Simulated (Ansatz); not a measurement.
GeMeI3 (CH3GeI3). Charge 0, multiplicity 3. Geometry PBE-D4/def2-SVP, that of the neutral singlet; atoms count from 1.

```xyz
8

Ge    0.622    0.101    0.473
C    -0.925   -0.150   -0.704
H    -0.755    0.423   -1.636
H    -1.828    0.222   -0.183
H    -1.026   -1.229   -0.928
I     0.276   -1.185    2.641
I     0.910    2.571    1.009
I     2.727   -0.752   -0.672
```

In the def2 sets I takes a core potential; there is no spin–orbit coupling. At PBE0-D4/def2-TZVP a singlet of charge 0 lies 3.49 eV below the triplet at the same geometry.

(1) Estimate the Mulliken populations from the PBE0/def2-TZVP orbitals of Ansatz.

(2) Where does the spin sit?

(3) And the Mayer bond orders between heavy atoms (over 0.3)?

## Answers

(1) 
```tsv
atom	charge (e)	spin (α − β)
Ge1	0.42	0.27
C2	-0.44	0.11
H3	0.16	0.00
H4	0.16	0.00
H5	0.16	0.00
I6	-0.15	0.54
I7	-0.15	0.54
I8	-0.15	0.54
```
Mulliken values depend strongly on the basis.

(2) Summed by element: Ge 0.27, C 0.11, H -0.01, I 1.63, of 2 unpaired in all. Largest on single atoms: I7 0.54, I8 0.54, I6 0.54.

(3) Ge1–C2 0.84 (1.96 Å); Ge1–I6 0.78 (2.54 Å); Ge1–I7 0.78 (2.54 Å); Ge1–I8 0.78 (2.54 Å).
